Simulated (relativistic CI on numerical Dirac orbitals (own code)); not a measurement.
Yb XXXVI: sensitivity of the levels to the model

Base calculation: Dirac-Coulomb-Breit CI, KLI orbitals optimised for each configuration, a model potential for QED, unscaled Slater integrals.

CI space (outside the closed core [Ar] 3d10): 4s2 4p5, 4s 4p6, 4s2 4p4 4d, 4s 4p5 4d, 4s2 4p4 4f, 4s 4p5 4f, 4p6 4d, 4s 4p4 4d2, 4s2 4p3 4d 4f, 4p6 4f, 4p5 4d2, 4p4 4d3, 4p4 4d2 4f. Double excitations out of closed p, d and f shells are left out; levels of such configurations are missing from the list, as are those of other unlisted configurations, and high levels can miss mixing partners.

The lowest level and the first level of each name with at least 55 % of one term (blank where a level has no safe partner in the second run):

```tsv
Level	Base (cm⁻¹)	Shift (cm⁻¹)
4s2 4p5 2P°_3/2	0	0
4s2 4p5 2P°_1/2	552469	+3025
4s2 4p4 4d 2D_3/2	1179103	+13595
4s2 4p4 4d 4F_9/2	1211848	+13287
4s2 4p4 4d 4D_1/2	1590126	+17754
4s2 4p4 4d 2G_7/2	1669620	+18264
4s2 4p4 4d 2G_9/2	1781796	+16818
4s 4p5 4d 4P°_1/2	2380703	-8182
4s 4p5 4d 4F°_9/2	2473892	+36109
4s 4p5 4d 4D°_7/2	2570808	+15446
4s2 4p4 4f 4G°_11/2	2647470	-11171
```

At this charge energies of transitions that change n are usually good to better than 1 %, and those within a shell (Δn = 0) to a few per cent.

(1) One thing was changed in a second run, which moved the levels as shown. Which?
A. Breit term removed
B. configuration mixing switched off
C. QED terms removed

## Answers

(1) B. Configuration mixing switched off. Without mixing, levels that were pushed by configurations of the same parity and J return to their single-configuration places.

LS names give the leading component of a level, which can be under half, so a name can repeat, a term be missing and a line seem to break the LS rules.
